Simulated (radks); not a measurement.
Task: The mean radii <r> (bohr) of the occupied orbitals of an atom or ion are listed with their occupations. All-electron calculation, Dirac Kohn-Sham, BP86, spin-unpolarised, spherical densities, finite nucleus; Fermi nuclear charge, rms radius of each element as measured or else 0.836 A^(1/3) + 0.57 fm. Program: a radial shooting solver on a logarithmic mesh with Libxc functionals.

| orbital | occ. | <r> |
|---|---|---|
| 1s1/2 | 2 | 0.02558 |
| 2s1/2 | 2 | 0.1093 |
| 2p1/2 | 2 | 0.09192 |
| 2p3/2 | 4 | 0.09792 |
| 3s1/2 | 2 | 0.2916 |
| 3p1/2 | 2 | 0.2815 |
| 3p3/2 | 4 | 0.2934 |
| 3d3/2 | 4 | 0.2644 |
| 3d5/2 | 6 | 0.2681 |
| 4s1/2 | 2 | 0.6736 |
| 4p1/2 | 2 | 0.6965 |
| 4p3/2 | 4 | 0.7237 |
| 4d3/2 | 4 | 0.7933 |
| 4d5/2 | 6 | 0.8032 |
| 5s1/2 | 2 | 1.603 |
| 5p1/2 | 2 | 1.784 |
| 5p3/2 | 3 | 1.853 |

Name the element and its charge. Open shells, if any, fill j = l - 1/2 first.

Result: Z = 56, barium, charge +3: Ba3+ in [Kr] 4d10 5s2 5p5. The 1s radius gives Z: for a bare nucleus <r> = (2 gamma + 1)/(2Z) with gamma = sqrt(1 - (Z/c)^2), 0.02523 bohr for Z = 56, and screening makes it slightly larger (0.02558 here). The occupations add up to 53, and the charge is Z minus that.
